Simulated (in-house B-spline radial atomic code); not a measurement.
## RPA and G0W0 on BLYP: Mn²⁺

Configuration [Ar] 3d5, highest spin, mean-field start BLYP. Computed with a B-spline radial code for spherical atoms: all electrons, non-relativistic, point nucleus, each spin shell either full or empty, empty states to l = 9 with an (l + 1/2)⁻⁴ tail; G0W0 by contour deformation at full frequency.

Command:
```bash
python run_gw.py task.json out
```
Settings (radii: box in bohr, nucleus in fm):
```
Z                        25
electrons                23
configuration            [Ar] 3d5
hamiltonian              nr
method                   b88,lyp
lmax                     9
spin_polarised           True
box_radius               17.55
intervals                51
```

Time taken, with all properties: 2.7 s on 1 thread of Arm Neoverse N1 (shared host).

Energies (hartree):

```tsv
term	value
mean-field total	-1150.18931
Hartree-Fock functional on these orbitals	-1149.08738
direct second order	-1.8272
second-order exchange	0.60062
SOSEX correction	0.54258
```

What is the RPA correlation energy, and what remains with SOSEX?

RPA gives -1.563 hartree (-1.85 eV per electron); RPA + SOSEX gives -1.0204, and the second-order doubles -1.2265 hartree (no singles). RPA lacks exchange-type terms and so overcorrelates at short range.

Quasi-particle levels (eV):

| level | occupied | mean field | Σx - vxc | Σc | QP weight | G0W0 |
| --- | --- | --- | --- | --- | --- | --- |
| 3d up | yes | -25.842 | -9.76 | ? | ? | ? |

G0W0 = mean field + (Σx - vxc) + Σc, with Σc (partial-wave tail included) taken at the quasi-particle energy. Only the outer levels were computed. Levels of low weight are left out.

Where does G0W0 put 3d up?

At -33.66 eV, with Σc = 1.94 eV and a quasi-particle weight of 0.858. The tabulated removal energy is 33.668 ± 0.012 eV (NIST, measured); the calculation leaves out relativity, Breit and QED terms, and what these don't explain is the method's own error.
